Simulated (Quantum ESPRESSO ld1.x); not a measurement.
Values are calculated unless marked as measured or tabulated.
These are the eigenvalues of the occupied orbitals of an atom or ion with whole-number occupations (eV). Level of theory: Dirac Kohn-Sham, LDA (Slater exchange, Perdew-Zunger correlation), spin-unpolarised, spherical densities, point nucleus (ld1.x of Quantum ESPRESSO 7.5).

| orbital | eigenvalue |
|---|---|
| 1s1/2 | -15937.4 |
| 2s1/2 | -2184.56 |
| 2p1/2 | -1992.49 |
| 2p3/2 | -1924.20 |
| 3s1/2 | -362.842 |
| 3p1/2 | -293.050 |
| 3p3/2 | -282.547 |
| 3d3/2 | -159.527 |
| 3d5/2 | -157.690 |
| 4s1/2 | -69.1105 |
| 4p1/2 | -51.1697 |
| 4p3/2 | -49.8566 |

Which element is it, and in what charge state? The configuration may be excited. Open shells, if any, fill j = l - 1/2 first.

Answer. Z = 38, strontium, charge +3: Sr3+ in [Ar] 3d10 4s2 4p5. The list shows which subshells hold electrons but not how many an open one holds; the 1s level, -585.69 hartree, gives Z - s = 34.2 by -(Z - s)^2/2, which with screening and relativity narrows Z to a few neighbours, and the depths of the outer levels then fix element, charge and occupations together.
